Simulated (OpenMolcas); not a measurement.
# In II: effect of the basis set

```json
{
  "Program": "OpenMolcas 26.06",
  "Method": "RASSCF",
  "Active space": "2 electrons in 9 orbitals (RAS2 5s 5p; RAS3 5d, at most 2 electrons)",
  "State averaging": "2S+1 = 3 even, 3 roots; 2S+1 = 1 even, 7 roots; 2S+1 = 3 odd, 3 roots; 2S+1 = 1 odd, 3 roots",
  "Spin-orbit coupling": "state interaction with AMFI integrals over the reference wave functions, term energies averaged over their components"
}
```

A. ANO-RCC-VTZP [7s6p4d2f1g], DKH2, point nucleus; cost of the order of 21 core-seconds
B. ANO-R2 [7s6p4d2f1g], X2C, finite nucleus; cost of the order of 21 core-seconds
C. ANO-RCC-VQZP [8s7p5d3f2g], DKH2, point nucleus; cost roughly 19 core-seconds

Energies in cm-1 above 5s2 1S0, the measured ground level; measured values from NIST Handbook of Basic Atomic Spectroscopic Data.

```tsv
Level	A	B	C	Measured
5s2 1S0	0.0	0.0	0.0	0.0
5s 5p 3P* 0	36563	37121	36038	42276
5s 5p 3P* 1	37449	37995	36980	43351
5s 5p 3P* 2	39372	39892	39034	45830
5s 5p 1P* 1	61779	62322	61422	63038
5p2 1D2	95051	97120	90666	97628
```

Deviations, from unrounded energies. A percentage is the sum of absolute deviations over the sum of measured energies, with the sign that they share, or ± where signs differ.

```csv
Against measurement,Levels,A,B,C
mean absolute deviation (cm-1),5,4400,3500,5600
other configurations (%),5,-7.5,-6.0,-9.6
```

B lies closest to measurement on these levels and C furthest from it. The largest miss of B in the table is 5s 5p 3P* 2, by -5900 cm-1. The ranking rests on the paired levels alone, and a cruder setting can come out closer through cancelling errors.

Among A to C the level of the table that moves most is 5p2 1D2, by 6500 cm-1 (lowest in C, highest in B).

Without dynamic correlation excited terms often stand tens of per cent too high (terms of higher spin than the ground term too low), and those without a measured partner can miss by more than the paired ones. Some terms mix strongly with configurations of 5d, whose occupation reaches 0.20 (5p2 1D) (figures for A; the like holds for C). Active for correlation alone: 5d; no level in the range computed is led by a configuration that fills it, so any true level of that kind is missing (holds for A; B). Configurations are named by rounded mean occupations; where the s occupation lies near a half they are strongly mixed, a name can repeat and a true partner stay unpaired (holds for C). Some terms take much of their weight from 5d, a shell meant for correlation, so their names are nominal (holds for C). Measured partners are found by configuration, term and J. A level has none where our copy of the source lacks it or the pairing is in doubt (some pairs that miss far off the trend of their configuration count as doubtful), and it then counts in no deviation. Only configurations of the active space appear. The table leaves out levels that lie high or whose names do not pair safely across all columns.

* marks odd parity.
